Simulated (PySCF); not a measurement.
**SMILES Sc1ccccc1Br, C6H5BrS**

Geometry (Å), atoms numbered from 1 in this order:
```xyz
13

S     1.654   -1.313   -1.541
C    -0.053   -1.171   -1.146
C    -0.901   -2.167   -1.660
C    -2.267   -2.151   -1.409
C    -2.827   -1.136   -0.634
C    -2.007   -0.141   -0.115
C    -0.635   -0.157   -0.368
Br    0.407    1.237    0.376
H     2.052   -0.209   -0.873
H    -0.466   -2.964   -2.267
H    -2.897   -2.941   -1.824
H    -3.900   -1.116   -0.432
H    -2.425    0.663    0.493
```

Computed, not measured: quadratic response CAM-B3LYP/aug-cc-pVDZ first hyperpolarisability, Taylor convention, gas phase (PySCF). Geometry: PBE0-D3(BJ)/def2-SVP.

The calculation is non-relativistic, which matters for the atoms heavier than Zn.

Q: Give the tensor of the second harmonic β(−2ω;ω,ω) at 1064 nm in the axes of these coordinates.

A: In au, Taylor convention; rows are the first index (the induced dipole):
```csv
,xx,yy,zz,xy,xz,yz
x,+303.9,-2.9,-28.5,+58.0,-33.0,+23.1
y,+54.9,+28.8,+0.2,+5.6,+28.9,+12.2
z,-34.8,+14.4,+28.2,+28.2,-23.7,+0.3
```
Norm of βᵢ = ⅓ Σⱼ (βᵢⱼⱼ + βⱼᵢⱼ + βⱼⱼᵢ): 294.4 au, hyper-Rayleigh value 131.4 au.
